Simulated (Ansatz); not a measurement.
Two members of one family (InSb nanocrystals, H-capped), computed with Ansatz in the gas phase; def2 core potentials for In, Sb, no spin–orbit coupling. Binding counts from free atoms in the multiplicity of their measured ground term, without zero-point energy. The structures are stationary points that may keep the symmetry of their start.

First: In8Sb8H22, cut from wurtzite (singlet, charge 0, PBE-D4/def2-SVP geometry).

```xyz
38

In   -4.575    3.106    0.198
Sb   -4.506    0.998   -1.864
Sb   -1.793    2.617    0.810
In   -1.331    0.123    2.111
In   -2.333   -0.752   -2.595
Sb   -1.460   -1.757   -0.068
Sb    1.379   -0.106    2.968
In    1.889   -2.440    4.594
In    0.807   -3.447   -0.458
Sb    1.525   -4.177    2.239
In   -0.084    3.244   -1.378
Sb   -0.172    1.016   -3.146
Sb    2.478    2.805   -0.106
In    3.376    0.275    0.977
In    2.476   -0.049   -3.702
Sb    2.724   -1.469   -1.177
H    -5.577    2.458    1.458
H    -4.714    4.589   -0.695
H    -5.846   -0.062   -1.659
H    -5.057    1.639   -3.363
H    -1.322    3.771    2.000
H    -2.498   -0.251    3.354
H    -2.755   -1.928   -3.808
H    -2.709   -2.853    0.385
H     1.586    1.275    3.979
H     0.513   -2.767    5.600
H     3.586   -2.532    4.951
H     0.602   -4.809   -1.524
H     0.448   -5.463    2.623
H     2.901   -5.192    2.051
H    -0.222    4.840   -2.062
H    -0.679    1.763   -4.614
H     2.500    3.890    1.229
H     3.740    3.578   -0.985
H     5.033    0.334    1.511
H     2.367   -1.199   -4.996
H     3.533    1.327   -3.520
H     4.170   -2.394   -1.316
```

| level | HOMO (eV) | LUMO (eV) | gap (eV) | binding per atom (eV) |
| --- | --- | --- | --- | --- |
| PBE-D4/def2-SVP | -5.65 | -2.66 | 2.99 | 2.18 |
| PBE0-D4/def2-SVP | -6.50 | -2.03 | 4.46 | 2.17 |

Second: In9Sb9H24, cut from wurtzite (singlet, charge 0, PBE-D4/def2-SVP geometry).

Cartesian coordinates in Å:
```
In -0.221 -5.692 1.197
Sb 0.382 -5.015 -1.617
Sb -0.379 -2.887 1.856
In 2.117 -1.520 1.733
In 0.622 -2.415 -2.827
Sb 2.456 -1.078 -1.096
Sb 1.776 1.122 2.739
In 4.238 2.599 3.024
In 2.795 1.628 -1.937
Sb 4.532 2.713 0.084
In -2.622 -1.550 0.719
Sb -1.776 -1.106 -2.003
Sb -2.757 1.094 1.768
In -0.369 2.640 1.641
In -1.776 1.597 -2.917
Sb 0.234 2.637 -1.179
In -5.138 2.539 1.014
Sb -4.204 2.652 -1.788
H 1.264 -6.362 1.797
H -1.814 -6.378 1.132
H 1.799 -5.841 -2.137
H -0.678 -5.864 -2.673
H -0.739 -2.822 3.540
H 3.472 -2.395 2.398
H 0.988 -2.423 -4.531
H 3.967 -1.806 -1.480
H 1.220 0.826 4.342
H 5.514 1.538 3.534
H 3.899 4.240 3.477
H 3.308 1.898 -3.580
H 6.094 2.160 -0.379
H 4.795 4.334 -0.426
H -4.119 -2.444 0.772
H -2.989 -1.853 -2.970
H -2.904 0.800 3.459
H -0.509 4.269 2.250
H -1.576 1.867 -4.627
H 0.317 4.301 -1.616
H -6.498 1.461 0.962
H -5.033 4.184 1.559
H -5.433 2.080 -2.848
H -4.256 4.272 -2.367
```

**Question.** Estimate how these quantities change from the first to the second (second minus first).

**Answer.** 
```json
{"level": "PBE-D4/def2-SVP", "Δ HOMO (eV)": "0.01", "Δ LUMO (eV)": "-0.08", "Δ gap (eV)": "-0.09", "Δ binding per atom (eV)": "0.01"}
{"level": "PBE0-D4/def2-SVP", "Δ HOMO (eV)": "0.01", "Δ LUMO (eV)": "-0.08", "Δ gap (eV)": "-0.09", "Δ binding per atom (eV)": "0.01"}
```
